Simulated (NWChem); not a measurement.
Program: NWChem. System: Ga, charge 0, spin multiplicity 2. Its SCF solution wasn't tested for a lower state. Level: UHF/def2-TZVP.

Job file:

```
start mol
memory heap 200 mb stack 900 mb global 1100 mb
geometry units angstroms nocenter noautoz
  Ga     0.000000     0.000000     0.000000
  symmetry group D2h
end
basis spherical
  * library def2-tzvp
end
scf
  uhf
  nopen 1
  maxiter 100
  thresh 1e-7
  semidirect memsize 60000000 filesize 0
  # guess.movecs holds the orbitals of an unrestricted PBE0 run
  vectors input guess.movecs output mol.movecs
end
task scf energy
```

Output (cleaned and shortened):

```
             Northwest Computational Chemistry Package (NWChem) 7.3.0
             --------------------------------------------------------

                                NWChem Input Module
                                -------------------

 Scaling coordinates for geometry "geometry" by  1.889725989
 (inverse scale =  0.529177249)

                             Geometry "geometry" -> ""
                             -------------------------

 Output coordinates in angstroms (scale by  1.889725989 to convert to a.u.)

  No.       Tag          Charge          X              Y              Z
 ---- ---------------- ---------- -------------- -------------- --------------
    1 Ga                  31.0000     0.00000000     0.00000000     0.00000000

 Effective nuclear repulsion energy (a.u.)       0.0000000000

            Nuclear Dipole moment (a.u.)
            ----------------------------
        X                 Y               Z
 ---------------- ---------------- ----------------
     0.0000000000     0.0000000000     0.0000000000

      Symmetry information
      --------------------

 Group name             D2h
 Group number             26
 Group order               8
 No. of unique centers     1

      Symmetry unique atoms

     1


 Summary of "ao basis" -> "" (spherical)
 ------------------------------------------------------------------------------
       Tag                 Description            Shells   Functions and Types
 ---------------- ------------------------------  ------  ---------------------
 *                         def2-tzvp                  on all atoms

 Summary of "ao basis" -> "ao basis" (spherical)
 ------------------------------------------------------------------------------
       Tag                 Description            Shells   Functions and Types
 ---------------- ------------------------------  ------  ---------------------
 Ga                        def2-tzvp                16       48   6s5p4d1f

                                 NWChem SCF Module
                                 -----------------

  ao basis        = "ao basis"
  functions       =    48
  atoms           =     1
  alpha electrons =    16
  beta  electrons =    15
  charge          =   0.00
  wavefunction    = UHF
  use symmetry    = T
  symmetry adapt  = T

 Summary of "ao basis" -> "ao basis" (spherical)
 ------------------------------------------------------------------------------
       Tag                 Description            Shells   Functions and Types
 ---------------- ------------------------------  ------  ---------------------
 Ga                        def2-tzvp                16       48   6s5p4d1f

      Symmetry analysis of basis
      --------------------------

        ag         14
        au          1
        b1g         4
        b1u         7
        b2g         4
        b2u         7
        b3g         4
        b3u         7

 Forming initial guess at       0.0s

   Symmetry analysis of molecular orbitals - initial alpha
   -------------------------------------------------------

  Numbering of irreducible representations:

     1 ag          2 au          3 b1g         4 b1u         5 b2g
     6 b2u         7 b3g         8 b3u

  Orbital symmetries:

     1 ag          2 ag          3 b1u         4 b3u         5 b2u
     6 ag          7 b3u         8 b1u         9 b2u        10 b2g
    11 ag         12 b1g        13 b3g        14 ag         15 ag
    16 b2u        17 b1u        18 b3u        19 ag         20 b1g
    21 b3g        22 ag         23 b2g        24 ag         25 b2u
    26 b3u

   Symmetry analysis of molecular orbitals - initial beta
   ------------------------------------------------------

  Numbering of irreducible representations:

     1 ag          2 au          3 b1g         4 b1u         5 b2g
     6 b2u         7 b3g         8 b3u

  Orbital symmetries:

     1 ag          2 ag          3 b1u         4 b3u         5 b2u
     6 ag          7 b3u         8 b1u         9 b2u        10 b2g
    11 ag         12 b1g        13 b3g        14 ag         15 ag
    16 b1u        17 b3u        18 b2u        19 ag         20 b2g
    21 ag         22 b1g        23 b3g        24 ag         25 b3u
    26 b1u

 Starting SCF solution at       0.1s

 ----------------------------------------------
         Quadratically convergent UHF

 Convergence threshold     :          1.000E-07
 Maximum no. of iterations :          100
 Integral*density screening:          1.000E-09
 ----------------------------------------------

              iter       energy          gnorm     gmax       time
             ----- ------------------- --------- --------- --------
                 1    -1923.2122044586  5.38D-01  2.55D-01      0.4
                 2    -1923.2217762334  2.05D-01  5.18D-02      0.5
                 3    -1923.2234883000  2.92D-03  1.29D-03      0.5
                 4    -1923.2234912074  2.42D-06  5.73D-07      0.5
                 5    -1923.2234912074  1.98D-09  8.42D-10      0.5

       Final UHF  results
       ------------------

         Total SCF energy =  -1923.223491207400
      One electron energy =  -2684.893489506676
      Two electron energy =    761.669998299276
 Nuclear repulsion energy =      0.000000000000

                       Sz =      0.5000
                 Sz(Sz+1) =      0.7500
                      S^2 =      0.7630

        Time for solution =      0.5s

       Symmetry analysis of molecular orbitals - alpha
       -----------------------------------------------

  Numbering of irreducible representations:

     1 ag          2 au          3 b1g         4 b1u         5 b2g
     6 b2u         7 b3g         8 b3u

  Orbital symmetries:

     1 ag          2 ag          3 b2u         4 b3u         5 b1u
     6 ag          7 b3u         8 b1u         9 b2u        10 b2g
    11 ag         12 b1g        13 b3g        14 ag         15 ag
    16 b2u        17 b1u        18 b3u        19 ag         20 b1g
    21 b3g        22 ag         23 b2g        24 ag         25 b2u
    26 b1u

       Symmetry analysis of molecular orbitals - beta
       ----------------------------------------------

  Numbering of irreducible representations:

     1 ag          2 au          3 b1g         4 b1u         5 b2g
     6 b2u         7 b3g         8 b3u

  Orbital symmetries:

     1 ag          2 ag          3 b3u         4 b1u         5 b2u
     6 ag          7 b3u         8 b1u         9 b2u        10 b2g
    11 ag         12 b1g        13 b3g        14 ag         15 ag
    16 b3u        17 b1u        18 b2u        19 b2g        20 ag
    21 ag         22 b3g        23 b1g        24 ag         25 b1u
    26 b3u

          Final alpha eigenvalues
          -----------------------

              1
    1 -378.8155
    2  -48.1664
    3  -42.4928
    4  -42.4926
    5  -42.4926
    6   -6.3931
    7   -4.4818
    8   -4.4818
    9   -4.4814
   10   -1.1947
   11   -1.1947
   12   -1.1888
   13   -1.1888
   14   -1.1870
   15   -0.4553
   16   -0.2146
   17    0.0291
   18    0.0291
   19    0.2741
   20    0.2768
   21    0.2768
   22    0.2889
   23    0.2889
   24    0.3005
   25    0.3645
   26    0.3907

          Final beta eigenvalues
          ----------------------

              1
    1 -378.8144
    2  -48.1667
    3  -42.4929
    4  -42.4929
    5  -42.4901
    6   -6.3920
    7   -4.4830
    8   -4.4830
    9   -4.4725
   10   -1.1956
   11   -1.1956
   12   -1.1874
   13   -1.1874
   14   -1.1848
   15   -0.3932
   16    0.0393
   17    0.0393
   18    0.0772
   19    0.2920
   20    0.2920
   21    0.3075
   22    0.3152
   23    0.3152
   24    0.3343
   25    0.3953
   26    0.3953

                    UHF Final Alpha Molecular Orbital Analysis
                    ------------------------------------------

 Vector   14  Occ=1.000000D+00  E=-1.186955D+00  Symmetry=ag
              MO Center= -3.4D-18, -9.8D-18, -8.3D-18, r^2= 2.3D-01
   Bfn.  Coefficient  Atom+Function         Bfn.  Coefficient  Atom+Function
  ----- ------------  ---------------      ----- ------------  ---------------
    26      0.782915  1 Ga d  2              24      0.452016  1 Ga d  0
    31      0.178726  1 Ga d  2

 Vector   15  Occ=1.000000D+00  E=-4.553229D-01  Symmetry=ag
              MO Center= -5.8D-18, -4.5D-18,  4.4D-18, r^2= 2.0D+00
   Bfn.  Coefficient  Atom+Function         Bfn.  Coefficient  Atom+Function
  ----- ------------  ---------------      ----- ------------  ---------------
     5      0.606859  1 Ga s                  6      0.554158  1 Ga s
     4     -0.298373  1 Ga s                  3     -0.203332  1 Ga s

 Vector   16  Occ=1.000000D+00  E=-2.145702D-01  Symmetry=b2u
              MO Center=  4.2D-18,  1.9D-17,  8.5D-19, r^2= 3.7D+00
   Bfn.  Coefficient  Atom+Function         Bfn.  Coefficient  Atom+Function
  ----- ------------  ---------------      ----- ------------  ---------------
    20      0.669310  1 Ga py                17      0.456041  1 Ga py
    11     -0.168162  1 Ga py

 Vector   17  Occ=0.000000D+00  E= 2.909380D-02  Symmetry=b1u
              MO Center= -7.6D-19, -2.7D-24,  2.4D-19, r^2= 4.5D+00
   Bfn.  Coefficient  Atom+Function         Bfn.  Coefficient  Atom+Function
  ----- ------------  ---------------      ----- ------------  ---------------
    21      0.824918  1 Ga pz                18      0.262335  1 Ga pz

 Vector   18  Occ=0.000000D+00  E= 2.909380D-02  Symmetry=b3u
              MO Center= -5.7D-19, -4.2D-25,  3.0D-22, r^2= 4.5D+00
   Bfn.  Coefficient  Atom+Function         Bfn.  Coefficient  Atom+Function
  ----- ------------  ---------------      ----- ------------  ---------------
    19      0.824918  1 Ga px                16      0.262335  1 Ga px

 Vector   19  Occ=0.000000D+00  E= 2.741348D-01  Symmetry=ag
              MO Center= -3.4D-16,  4.3D-15,  1.9D-15, r^2= 4.8D+00
   Bfn.  Coefficient  Atom+Function         Bfn.  Coefficient  Atom+Function
  ----- ------------  ---------------      ----- ------------  ---------------
    41      0.989860  1 Ga d  2              39      0.571496  1 Ga d  0
    36     -0.294675  1 Ga d  2              34     -0.170131  1 Ga d  0

                     UHF Final Beta Molecular Orbital Analysis
                     -----------------------------------------

 Vector   13  Occ=1.000000D+00  E=-1.187352D+00  Symmetry=b3g
              MO Center=  2.9D-18, -2.4D-18,  1.3D-16, r^2= 2.2D-01
   Bfn.  Coefficient  Atom+Function         Bfn.  Coefficient  Atom+Function
  ----- ------------  ---------------      ----- ------------  ---------------
    23      0.907082  1 Ga d -1              28      0.206619  1 Ga d -1

 Vector   14  Occ=1.000000D+00  E=-1.184774D+00  Symmetry=ag
              MO Center= -1.1D-17, -6.2D-17,  3.6D-16, r^2= 2.2D-01
   Bfn.  Coefficient  Atom+Function         Bfn.  Coefficient  Atom+Function
  ----- ------------  ---------------      ----- ------------  ---------------
    26      0.786059  1 Ga d  2              24      0.453831  1 Ga d  0
    31      0.178074  1 Ga d  2

 Vector   15  Occ=1.000000D+00  E=-3.932117D-01  Symmetry=ag
              MO Center= -2.3D-17,  2.4D-15, -2.2D-16, r^2= 2.0D+00
   Bfn.  Coefficient  Atom+Function         Bfn.  Coefficient  Atom+Function
  ----- ------------  ---------------      ----- ------------  ---------------
     5      0.637497  1 Ga s                  6      0.527057  1 Ga s
     4     -0.299020  1 Ga s                  3     -0.211228  1 Ga s

 Vector   16  Occ=0.000000D+00  E= 3.925415D-02  Symmetry=b3u
              MO Center=  2.0D-16, -2.6D-16,  9.1D-16, r^2= 4.5D+00
   Bfn.  Coefficient  Atom+Function         Bfn.  Coefficient  Atom+Function
  ----- ------------  ---------------      ----- ------------  ---------------
    19      0.828918  1 Ga px                16      0.256495  1 Ga px

 Vector   17  Occ=0.000000D+00  E= 3.925415D-02  Symmetry=b1u
              MO Center= -4.2D-15,  1.7D-15,  1.6D-15, r^2= 4.5D+00
   Bfn.  Coefficient  Atom+Function         Bfn.  Coefficient  Atom+Function
  ----- ------------  ---------------      ----- ------------  ---------------
    21      0.828918  1 Ga pz                18      0.256495  1 Ga pz

 Vector   18  Occ=0.000000D+00  E= 7.721679D-02  Symmetry=b2u
              MO Center= -8.9D-18, -2.1D-15, -4.4D-18, r^2= 4.7D+00
   Bfn.  Coefficient  Atom+Function         Bfn.  Coefficient  Atom+Function
  ----- ------------  ---------------      ----- ------------  ---------------
    20      0.861626  1 Ga py                17      0.210733  1 Ga py

 center of mass
 --------------
 x =   0.00000000 y =   0.00000000 z =   0.00000000

 moments of inertia (a.u.)
 ------------------
           0.000000000000           0.000000000000           0.000000000000
           0.000000000000           0.000000000000           0.000000000000
           0.000000000000           0.000000000000           0.000000000000

  Mulliken analysis of the total density
  --------------------------------------

    Atom       Charge   Shell Charges
 -----------   ------   -------------------------------------------------------
    1 Ga  31    31.00   2.00  2.00  1.18  0.78  1.04  1.00  5.98  4.43  1.56  0.40  0.62  8.89  1.13 -0.03  0.03  0.00

  Mulliken analysis of the alpha density
  --------------------------------------

    Atom       Charge   Shell Charges
 -----------   ------   -------------------------------------------------------
    1 Ga  31    16.00   1.00  1.00  0.59  0.39  0.50  0.51  2.99  2.22  0.78  0.39  0.63  4.44  0.57 -0.01  0.02  0.00

   Mulliken analysis of the beta density
   -------------------------------------

    Atom       Charge   Shell Charges
 -----------   ------   -------------------------------------------------------
    1 Ga  31    15.00   1.00  1.00  0.59  0.39  0.53  0.48  2.99  2.21  0.79  0.02 -0.00  4.45  0.56 -0.02  0.01  0.00

   Mulliken analysis of the spin density
   -------------------------------------

    Atom       Charge   Shell Charges
 -----------   ------   -------------------------------------------------------
    1 Ga  31     1.00  -0.00 -0.00 -0.00  0.00 -0.03  0.03  0.00  0.01 -0.01  0.37  0.63 -0.01  0.01  0.01  0.00  0.00

       Multipole analysis of the density wrt the origin
       ------------------------------------------------

     L   x y z        total         alpha         beta         nuclear
     -   - - -        -----         -----         ----         -------
     0   0 0 0     -0.000000    -16.000000    -15.000000     31.000000

     1   1 0 0      0.000000      0.000000      0.000000      0.000000
     1   0 1 0     -0.000000     -0.000000     -0.000000      0.000000
     1   0 0 1     -0.000000     -0.000000     -0.000000      0.000000

     2   2 0 0    -11.617610     -7.018855     -4.598756      0.000000
     2   1 1 0      0.000000      0.000000      0.000000      0.000000
     2   1 0 1      0.000000      0.000000     -0.000000      0.000000
     2   0 2 0    -17.072860    -12.842338     -4.230522      0.000000
     2   0 1 1      0.000000      0.000000     -0.000000      0.000000
     2   0 0 2    -11.617610     -7.018855     -4.598756      0.000000

 Task  times  cpu:        0.5s     wall:        0.5s

 Total times  cpu:        0.5s     wall:        0.5s
```
